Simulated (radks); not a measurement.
Spin polarisation of the 5p5 shell in neutral iodine. Start: [Kr] 4d10 5s2 5p(up 2.5, down 2.5); electrons of 5p are moved from spin down to spin up, other shells keep equal spins. All-electron calculation, scalar-relativistic Kohn-Sham, LDA (Slater exchange, Perdew-Wang correlation), spin-polarised, spherical densities, point nucleus. Program: a radial shooting solver on a logarithmic mesh with Libxc functionals.

moment (Bohr magnetons)  E - E(0) (eV)  e(5p up) (eV)  e(5p down) (eV)  5s down minus up (eV)  4d down minus up (eV)
0                                0.000         -7.239           -7.239                  0.000                  0.000
0.25                            -0.008         -7.302           -7.173                  0.133                  0.029
0.5                             -0.032         -7.363           -7.105                  0.265                  0.059
0.75                            -0.072         -7.422           -7.035                  0.399                  0.088
1                               -0.129         -7.478           -6.962                  0.532                  0.117

At moment 1 the spin-polarisation energy is -0.129 eV and the 5p exchange splitting 0.516 eV, that is 0.516 eV per Bohr magneton; E = -I m^2/4 would give I = 0.515 eV.
